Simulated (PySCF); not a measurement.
The numbers are results of PBE-D3(BJ)/def2-TZVP // r2SCAN-D4/def2-TZVP in PySCF, not measurements. All species are isolated molecules in the gas phase. Delta-SCF ions had no search for a lower state. Excitations are Tamm–Dancoff values on a coarser integration grid. The basis has no diffuse functions, so Rydberg states are missing or too high.

Reference species (SMILES): `N#CBN` (neutral, multiplicity 1).

| Quantity | Result |
|---|---|
| T1 excitation (TDA) | 4.81 eV |
| S1 excitation (TDA) | 5.79 eV |
| vertical ionisation energy (Delta-SCF) | 11.27 eV |

After one change: the T1 excitation (TDA) decreases by 0.75 eV; the S1 excitation (TDA) drops by 1.38 eV; the vertical ionisation energy (Delta-SCF) decreases by 1.34 eV.

Q: Name the change that produced these shifts. The new species is one of these.
A. `[H]/N=C\N=B`
B. `BN=C=N`
C. `N=C=BN`
D. `[H]/N=B/N=C`

A: B, `BN=C=N`
